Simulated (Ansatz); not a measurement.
Calculated with Ansatz (gas phase, PBE0-D4/def2-TZVP geometries, no zero-point term in ΔE). CCSD(T)/CBS is the MP2 limit (def2-TZVPP, def2-QZVPP) plus CCSD(T) − MP2 in def2-TZVPP, frozen cores. This one scheme is used for every species. Functionals use def2-TZVPP. HSE06 is defined as in plane-wave codes. Each species was taken in one conformer, which may not be the lowest.

Reaction (ligand exchange at the Al–N bond): `OB[NH][AlH2]` + `BBO` → `BB[O][AlH2]` + `NBO`

```tsv
level	ΔE (kJ/mol)
r2SCAN0-D4	-54.4
B2PLYP	-56.7
r2SCAN0	-54.8
HSE06	-51.3
RPA@PBE/def2-TZVPP	-47.7
HF/def2-SVP	-61.4
CCSD/def2-TZVPP	-52.4
SCS-MP2/def2-QZVPP	-54.5
```

(1) What does CCSD(T)/CBS give? (Estimate.)

Largest T1 diagnostic among the species: 0.014.

Results:

(1) Computed: -51.5 kJ/mol. The listed levels differ from it by -2.9, -5.2, -3.3, 0.2, 3.8, -9.9, -0.9, -3.0 kJ/mol.

At CCSD(T), def2-SVP lies +3.3 kJ/mol from the extrapolated value and def2-TZVPP +1.8 kJ/mol. In def2-TZVPP, CCSD(T) changes the Hartree–Fock value by +15.3 kJ/mol (the triples alone add +2.8 kJ/mol) and MP2 by +14.1 kJ/mol. Leaving LDA and LC-ωPBE aside and taking each functional with its dispersion term where it has one, the values, not all of them listed here, spread over 12.8 kJ/mol, from BHLYP-D4 to revPBE-D4.
